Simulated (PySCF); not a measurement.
C₄H₈BN, SMILES C(CB(C)N)#C.

The structure is a stationary point at PBE-D3(BJ)/def2-SVP. This is a generated structure with no PubChem entry under its InChIKey; it may be hypothetical. One conformer was computed; it need not be the lowest.

Two levels are set side by side: TDDFT-PBE/def2-SVPD (PySCF) and TDDFT-M06-2X/def2-SVPD (PySCF). Vertical, same geometry. The lowest singlet is HOMO→LUMO 53 %, HOMO→LUMO+1 46 % with PBE and HOMO→LUMO+5 18 %, HOMO→LUMO+4 16 %, HOMO−1→LUMO+1 15 %, HOMO→LUMO+3 9 % with the other functional; states are paired by order. Differences are taken from unrounded values.

```json
[
 {"quantity": "lowest singlet excitation (eV)", "TDDFT-M06-2X": "5.77", "TDDFT-PBE": "5.55", "TDDFT-PBE minus TDDFT-M06-2X": "-0.22"},
 {"quantity": "lowest triplet excitation (TDA) (eV)", "TDDFT-M06-2X": "5.40", "TDDFT-PBE": "5.01", "TDDFT-PBE minus TDDFT-M06-2X": "-0.39"}
]
```

A lower first singlet is the usual sign of a functional without exact exchange. Differences between two approximate levels are no errors against the true value.

Rough cost on one machine, each run with all the roots and properties that it gave: TDDFT-M06-2X against TDDFT-PBE about 20 times.
